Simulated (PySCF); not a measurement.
## Co2H4, singlet: structure and spectrum

Level of theory: PBE0 in PySCF with Co def2-TZVP, H def2-TZVP; no relativity; density-fitted integrals.

The structure is a saddle point with 1 imaginary mode.

```xyz
6
charge 0 multiplicity 1, angstrom
Co    1.1653    0.0000   -0.1748
Co   -1.1653    0.0000    0.1748
H     0.0000    1.0302    0.0000
H     0.0000   -1.0302    0.0000
H     1.5960    0.0000    1.2277
H    -1.5960    0.0000   -1.2277
```

```
Point group                                                                   : C2h
Bond lengths                                                                  : Co–H 1.467 Å (×2), Co–H 1.565 Å (×4)
Bond angles                                                                   : Co–H–Co 97.7° (×2), H–Co–H 82.3° (×2), H–Co–H 96.4° (×4)
Dipole moment                                                                 : 0.00 D
Zero-point energy (real modes)                                                : 74.5 kJ/mol
Highest occupied level                                                        : -4.68 eV
Rotational constants                                                          : 2.684, 0.09926, 0.0981 cm⁻¹
Principal polarisabilities                                                    : 50.0, 50.1, 92.0 bohr³
Principal quadrupole moments (Buckingham, traceless) about the centre of mass : -10.80, -3.15, 13.95 D Å
Lowest empty level                                                            : -2.08 eV
Atomisation energy without zero-point energy                                  : 848 kJ/mol
```

Harmonic modes (masses in u: Co 58.933, H 1.008):
| symmetry | ω (cm⁻¹) | IR (km/mol) | μ (u) |
| --- | --- | --- | --- |
| bu | 90i | – | 1.02 |
| ag | 279 | 0.0 | 14.15 |
| au | 440 | 82.8 | 1.02 |
| ag | 605 | 0.0 | 1.09 |
| bg | 741 | 0.0 | 1.01 |
| bu | 759 | 240 | 1.02 |
| bg | 1148 | 0.0 | 1.02 |
| bu | 1396 | 310 | 1.03 |
| au | 1481 | 150 | 1.03 |
| ag | 1600 | 0.0 | 1.02 |
| bu | 1999 | 574 | 1.03 |
| ag | 2008 | 0.0 | 1.03 |

In C2h the vibrations span 4bu + 4ag + 2au + 2bg. The ag, bg modes carry no infrared intensity, as symmetry demands. With a centre of inversion only u modes can be infrared active and only g modes Raman active.

Charges (e):
```
atom  Mulliken  Löwdin  polar tensor  Mayer order to Co1
 Co1      0.08   -0.04          0.36                   –
 Co2      0.08   -0.04          0.36                0.76
H3,4      0.03    0.07          0.00                0.51
  H5     -0.11   -0.04         -0.35                0.98
  H6     -0.11   -0.04         -0.35                0.01
```
Other Mayer orders above 0.3: Co–H 0.51 (×2), Co–H 0.98.

Mulliken populations on Co1: s 6.54, p 12.28, d 8.11, f 0.00.

Outer orbital energies (eV). occupied: -8.09, -7.42, -6.64, -6.60, -6.34, -6.33, -5.63, -4.68; empty: -2.08, -1.63, -1.38, -0.81.

Stability towards spin polarisation was not tested. This need not be the most stable arrangement of these atoms. At this level a singlet minimum of C2 symmetry lies 20 kJ/mol below this structure.

The final relaxation and frequency run took 60 s on 4 threads of a shared Intel Xeon 6975P-C (Granite Rapids) host, with 114 basis functions and 19 gradients; the process peaked at 1.8 GiB.
